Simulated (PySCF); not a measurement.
Constitutional and geometric isomers with formula C3H6O. All species are isolated molecules in the gas phase. One relaxed conformer stands for each flexible species; it need not be the lowest. Strings in code marks are SMILES.

These are M06-2X/def2-TZVP // B3LYP-D3(BJ)/def2-TZVP (PySCF) values and carry that method's errors. All candidates: neutral, multiplicity 1. Excitations are Tamm–Dancoff values on a coarser integration grid. The basis has no diffuse functions, so Rydberg states are missing or too high.

```yaml
HOMO: -8.00 eV
S1 excitation (TDA): 7.50 eV
HOMO–LUMO gap: 9.80 eV
```

Q: Say which member has these values.
A) `C[C@@H]1CO1`
B) `C/C=C\O` (C–C–O–H torsion 0°)
C) `C1COC1`
D) `C=COC` (C–C–O–C torsion 0°)

A: D, `C=COC` (C–C–O–C torsion 0°). The others give `C1COC1`: -8.77 eV, 7.28 eV, 10.78 eV; `C[C@@H]1CO1`: -9.50 eV, 8.36 eV, 11.70 eV; `C/C=C\O` (C–C–O–H torsion 0°): -7.73 eV, 6.20 eV, 9.23 eV
